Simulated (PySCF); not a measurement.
C2H5ClSi2, SMILES C#C[Si@@H]([SiH3])Cl.

Coordinates come from a PBE0-D3(BJ)/def2-SVP optimisation. The structure was generated by enumeration; whether it is a known compound was not checked.

All values below come from PySCF with SMD-PBE0/6-31G*.

Solvation free energies are E(SMD) − E(gas) at the gas-phase geometry, for 1 M in both phases. In vacuum the dipole moment is 2.15 D.

Estimate the solvation free energies in water, toluene, 1-octanol. (An estimate is asked for; the answer gives what the named calculation found.)


```csv
solvent,ΔG(solv) (kcal/mol),its non-electrostatic (CDS) part,dipole (D)
water,1.5,5.7,2.75
toluene,-2.1,-0.2,2.44
1-octanol,-2.0,1.6,2.67
```
